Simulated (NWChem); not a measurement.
Species: sulfur trioxide (SO3); SMILES O=S(=O)=O

```xyz
4

O     -1.0192    -1.0192     0.0000
S      0.0000     0.0000     0.0000
O     -0.3731     1.3923     0.0000
O      1.3923    -0.3731     0.0000
```
Atoms are numbered in this order, from 1.

Structure relaxed at the PBE0/def2-SVP level.

 Unshifted, non-relativistic core excitations; the lowest 4 roots alone, so stronger bands may lie above.

**Question.** List the first S K-edge excitations from B3LYP/6-311G** (spherical d), restricted-window TDA (NWChem).

**Answer.** 
```tsv
state	energy (eV)	dipole oscillator strength	leading excitation (squared amplitude)
S1	2419.6	0.0071	1s of atom 2 or its equivalents → LUMO (1.00)
S2	2420.1	0.0000	1s of atom 2 or its equivalents → LUMO+1 (1.00)
S3	2426.6	0.0035	1s of atom 2 or its equivalents → LUMO+2 (0.91)
S4	2426.6	0.0035	1s of atom 2 or its equivalents → LUMO+3 (0.91)
```
